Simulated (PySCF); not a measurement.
Computed IR spectrum (relative IR intensity) of a molecule FH5O2Si2. Geometry optimised at PBE-D3(BJ)/def2-SVP. The values are those of a single conformer. Calculation: PBE-D3(BJ)/def2-SVP run with PySCF. Frequencies are harmonic and unscaled.

Lines under 2 % of the strongest are left out, and lines within 2 cm⁻¹ are merged.

ν (cm⁻¹): 122 (w), 193 (m), 207 (m), 277 (m), 294 (m), 338 (m), 464 (m), 506 (w), 742 (vs), 777 (vs), 814 (vs), 861 (m), 890 (w), 896 (w), 908 (s), 953 (s), 2157 (m), 2171 (m), 2178 (m), 3740 (m), 3766 (m) (against the strongest line: vs over 80 %, s over 45 %, m over 15 %, w over 4 %, vw less)

Task: Which molecule gave these data?
A) O[SiH2]O[SiH2]F
B) O[Si](O)(F)[SiH3]
C) O[SiH](O)[SiH2]F
D) O[SiH2][Si@@H](O)F

Result: B, O[Si](O)(F)[SiH3]
